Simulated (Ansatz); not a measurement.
Species: sum formula HSiO2F2, charge 0, multiplicity 2. It need not be the lowest isomer of its formula. 
Structure (B3LYP-D3(BJ)/def2-TZVP (Ansatz, a program for electronic structure) minimum search):
```
Si
F 1 1.5738
F 1 1.5800 2 106.85
O 1 1.6155 2 107.46 3 123.06
H 4 0.9614 1 120.05 2 -176.76
O 1 1.6503 2 113.29 3 -119.45
```
Charge 0, spin multiplicity 2.

Quantity: atomisation energy (electronic, to ground-state atoms), in kcal/mol. Valence correlation only, unless marked. Open shells are spin-unrestricted. No spin-orbit coupling. Non-relativistic. The coupled-cluster limit lacks core correlation, which all-electron functionals hold. CBS marks a two-point X^-3 extrapolation of the correlation energy; Hartree-Fock from the larger set (for Q and 5 zeta extrapolated as (X+1)exp(-9√X)).

```json
[
 {"level": "PBE0/STO-3G", "program": "Ansatz", "atomisation energy (kcal/mol)": "500.0"},
 {"level": "r2SCAN0-D4/def2-TZVPD", "program": "Ansatz + dftd4", "atomisation energy (kcal/mol)": "?"},
 {"level": "LC-wPBE/def2-TZVPD", "program": "Ansatz", "atomisation energy (kcal/mol)": "?"},
 {"level": "SCS-MP2/6-31G*", "program": "Ansatz", "atomisation energy (kcal/mol)": "557.9"},
 {"level": "CCSD/6-31G", "program": "Ansatz", "atomisation energy (kcal/mol)": "410.0"},
 {"level": "CCSD(T)/CBS(cc-pV(Q+d)Z,cc-pV(5+d)Z)", "program": "Ansatz", "atomisation energy (kcal/mol)": "611.0"}
]
```

Complete the blanks.


- r2SCAN0-D4/def2-TZVPD, atomisation energy (kcal/mol): 588.4
- LC-wPBE/def2-TZVPD, atomisation energy (kcal/mol): 601.4
